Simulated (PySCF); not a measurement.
A species of formula C6H9N3 has this rotational fingerprint, computed with PBE0/pcSseg-1 in PySCF (dipole) on a GFN2-xTB geometry, gas phase:

| Property | Result |
| --- | --- |
| Rotational constants | A = 3441, B = 1219, C = 910.4 MHz |
| Dipole components | \|μa\| = 1.34 D, \|μb\| = 0.21 D, \|μc\| = 0.00 D |
| Inertial defect | -6.27 u·Å² |
| κ | -0.76 |

Question: Which structure is it? (One computed conformer of each.)
A. `[CH2:1]=[CH:2][n:3]1[n:4][n:5][cH:6][c:7]1[CH2:8][CH3:9]` with C1–C2–N3–N4 0°, C6–C7–C8–C9 -96°
B. `[CH3:1][CH:2]([CH3:3])[c:4]1[cH:5][cH:6][n:7][n:8][n:9]1` with C1–C2–C4–C5 -119°
C. `[CH3:1][CH2:2][c:3]1[cH:4][c:5]([CH3:6])[n:7][n:8][n:9]1` with C1–C2–C3–C4 -85°
D. `[CH2:1]=[CH:2][n:3]1[n:4][c:5]([CH3:6])[c:7]([CH3:8])[n:9]1` with C1–C2–N3–N4 180°
E. `[CH3:1][c:2]1[n:3][nH:4][n:5][c:6]1[CH:7]1[CH2:8][CH2:9]1` with N5–C6–C7–C8 -35°

Answer: D. It is C=Cn1nc(C)c(C)n1, an asymmetric top, point group Cs. The candidates at the same level (rigid rotor, commonest isotopes):

| SMILES | A (MHz) | B (MHz) | C (MHz) | μa (D) | μb (D) | μc (D) | Δ (u·Å²) | point group | rotor |
| --- | --- | --- | --- | --- | --- | --- | --- | --- | --- |
| C=Cn1nncc1CC | 2213 | 1636 | 1012 | 2.96 | 3.62 | 0.87 | -37.98 | C1 | asymmetric top |
| C=Cn1nc(C)c(C)n1 | 3441 | 1219 | 910.4 | 1.34 | 0.21 | 0.00 | -6.27 | Cs | asymmetric top |
| CC(C)c1ccnnn1 | 3585 | 1167 | 1084 | 2.35 | 4.48 | 0.00 | -107.85 | Cs | near-prolate asymmetric top |
| CCc1cc(C)nnn1 | 3272 | 1187 | 942.0 | 1.18 | 5.24 | 0.63 | -43.67 | C1 | asymmetric top |
| Cc1n[nH]nc1C1CC1 | 3034 | 1327 | 1001 | 0.48 | 0.58 | 0.00 | -42.56 | Cs | asymmetric top |

`Cc1n[nH]nc1C1CC1` has A 12 % too low; `C=Cn1nncc1CC` has A 36 % too low; `CC(C)c1ccnnn1` has C 19 % too high; `CCc1cc(C)nnn1` has A 5 % too low. In the right answer the mirror of this Cs structure is the ab plane, so μc vanishes by symmetry. No structure here is proved a minimum.
